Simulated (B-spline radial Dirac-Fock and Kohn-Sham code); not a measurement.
Z = 56 (barium), transition energy 23.1 keV. The computed values come from a radial B-spline solver: a Dirac-Hartree-Slater potential of the neutral atom with a Latter tail (no hole, which puts coefficients of high multipoles low close above an edge), finite nucleus with surface currents. The K shell is not open to conversion at this energy. Subshells that would emit electrons below 1 keV are left out.

Problem. A pure transition shows α(L) = 80700, L1/L2 = 0.0106 and L1/L3 = 0.00754. What is its multipolarity?
A. M3
B. E2
C. E3
D. M1
E. E1
F. E4
G. M2
H. M4

Solution. C. For comparison, α(L), L1/L2, L1/L3 are E1 1.74, 1.89, 1.21; E2 638, 0.00384, 0.00265; E4 4.71e+06, 0.0136, 0.00972; M1 8.48, 11.4, 50.4; M2 982, 12.9, 2.08; M3 118000, 10.7, 0.250; M4 8.48e+06, 8.62, 0.0892.
